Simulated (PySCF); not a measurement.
Species: C₃H₆NPPb.
Z-matrix (Å and degrees, PBE0-D3(BJ)/def2-SVP geometry), rows numbered from 1:
```
Pb
N   1  2.1915
C   2  1.3679  1  123.28
C   3  1.3736  2  113.39  1  -176.43
P   4  1.7691  3  111.56  2     0.06
C   2  1.3584  1  123.81  3  -175.80
H   1  1.7480  2  101.97  3  -156.72
H   1  1.7510  2  105.00  3    83.53
H   1  1.7499  2  103.42  3   -36.49
H   3  1.0924  2  119.39  1     4.08
H   4  1.0908  3  123.14  2  -179.52
H   6  1.0923  2  119.16  1    -4.07
```

Level of theory: PySCF 2.14.0, PBE0-D3(BJ)/def2-SVP geometry optimisation, gas phase, def2 core potentials past Kr.

Masses are those of the commonest isotopes; rigid-rotor values at the optimised geometry. 

(1) Give the principal moments of inertia and the rotational constants in cm⁻¹.

(2) What kind of rotor is it?

(3) Is it planar, by Δ = Ic − Ia − Ib?

(4) Give the other two planar moments, Paa and Pbb, and the rms extents of the mass along the axes.

(5) Where do the levels up to J = 2 lie, in MHz?

(6) Which types of transition are allowed, and where do some lines up to J = 3 fall?

## Answers

(1) Ia = 79.03, Ib = 895.44, Ic = 965.65 u·Å²; 505379 MHz·u·Å²/I gives 6395, 564.4 and 523.4 MHz, that is A = 0.21331, B = 0.01883, C = 0.01746 cm⁻¹.

(2) A near-prolate asymmetric top. Ray's parameter κ = (2B − A − C)/(A − C) = -0.986; −1 is the prolate and +1 the oblate limit.

(3) Not planar: Δ = Ic − Ia − Ib = -8.82 u·Å². For a rigid frame Δ = −2 Σ m c², so Σ m c² = 4.41 u·Å² lies off the ab plane: 4.35 from hydrogen and 0.06 from heavier atoms. The atom farthest from that plane is 1.70 Å away.

(4) Paa = Σ m a² = (Ib + Ic − Ia)/2 = 891.03 and Pbb = Σ m b² = (Ia + Ic − Ib)/2 = 74.62 u·Å². With the mass M = 295.00 u, the rms extents √(P/M) along a, b and c are 1.74, 0.50, 0.12 Å.

(5) Above 0(0,0):
J = 1: 1(0,1) 1088, 1(1,1) 6918, 1(1,0) 6959
J = 2: 2(0,2) 3263, 2(1,2) 9053, 2(1,1) 9176, 2(2,1) 26668, 2(2,0) 26668
The levels of one J sum to (2J + 1)J(J + 1)(A + B + C)/3.

(6) The dipole components are |μa| = 5.55 D, |μb| = 0.63 D, |μc| = 0.00 D. Intensities carry the squares of the components, which stand as 1.00 : 0.01 : 0.00 (a : b : c). Some of the stronger lines:

```csv
type,branch,"J(Ka,Kc)",MHz,lower level (cm⁻¹)
a,R,"1(0,1) ← 0(0,0)",1088,0.000
a,R,"2(1,2) ← 1(1,1)",2134,0.231
a,R,"2(0,2) ← 1(0,1)",2175,0.036
a,R,"2(1,1) ← 1(1,0)",2217,0.232
a,R,"3(1,3) ← 2(1,2)",3202,0.302
a,R,"3(0,3) ← 2(0,2)",3262,0.109
a,R,"3(2,2) ← 2(2,1)",3263,0.890
a,R,"3(2,1) ← 2(2,0)",3264,0.890
a,R,"3(1,2) ← 2(1,1)",3325,0.306
b,Q,"1(1,0) ← 1(0,1)",5872,0.036
b,Q,"2(1,1) ← 2(0,2)",5913,0.109
b,Q,"3(1,2) ← 3(0,3)",5975,0.218
b,R,"1(1,1) ← 0(0,0)",6918,0.000
b,R,"2(1,2) ← 1(0,1)",7965,0.036
b,R,"3(1,3) ← 2(0,2)",8991,0.109
b,Q,"3(2,1) ← 3(1,2)",17431,0.417
b,Q,"2(2,0) ← 2(1,1)",17492,0.306
b,Q,"2(2,1) ← 2(1,2)",17615,0.302
b,Q,"3(2,2) ← 3(1,3)",17677,0.409
b,R,"2(2,1) ← 1(1,0)",19708,0.232
b,R,"2(2,0) ← 1(1,1)",19750,0.231
b,R,"3(2,2) ← 2(1,1)",20755,0.306
b,R,"3(2,1) ← 2(1,2)",20879,0.302
b,Q,"3(3,0) ← 3(2,1)",29255,0.998
b,Q,"3(3,1) ← 3(2,2)",29256,0.998
b,R,"3(3,1) ← 2(2,0)",32519,0.890
b,R,"3(3,0) ← 2(2,1)",32519,0.890
```

Stationary, but not proved a minimum. Zero-point vibration and centrifugal distortion are left out. A rigid rotor knows nothing of internal rotation, which can split or shift real lines. Quadrupole hyperfine structure (14N) is left out.
